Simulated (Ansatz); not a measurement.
Molecule: YI$_{2}$, net charge 0, doublet state. The spin state was set by rule; other spins were not relaxed. 
Geometry from a B3LYP-D3(BJ)/def2-TZVP (Ansatz, a quantum-chemistry and plane-wave program) optimisation:
```
Y
I 1 2.8160
I 1 2.8160 2 133.43
```
Charge 0, spin multiplicity 2.

Total electronic energies in hartree. Cores are frozen in the correlated levels unless marked. Open shells are spin-unrestricted. Spin-orbit coupling is left out. Frozen are the shells of the preceding noble gas and the d and f shells that filled before the atom's block. Past Kr the def2 sets carry scalar-relativistic core potentials. STO-3G rows are all-electron and non-relativistic. Basis-set limits of correlation are two-point, X^-3; Hartree-Fock from the larger set. The bracket is a focal-point correction in the basis named.

```tsv
level	program	energy (Eh)
HF/STO-3G	Ansatz	-16999.08795
B3LYP-D4/def2-TZVPD	Ansatz + dftd4	-634.07666
PBE0-D4/def2-TZVPD	Ansatz + dftd4	-633.88599
r2SCAN0-D4/def2-TZVPD	Ansatz + dftd4	-634.04138
LC-wPBE-D4/def2-TZVPD	Ansatz + dftd4	-633.95262
B2GP-PLYP/def2-TZVPD	Ansatz	-632.99117
B2PLYP/def2-TZVPD	Ansatz	-633.17590
RI-MP2/def2-TZVPPD	Ansatz	-631.68581
RI-MP2/CBS(def2-TZVPPD,def2-QZVPPD)+[CCSD(T)-MP2]/def2-TZVPPD	Ansatz	-631.8065
```

Totals of different functionals don't rank their quality; only differences between species are comparable.
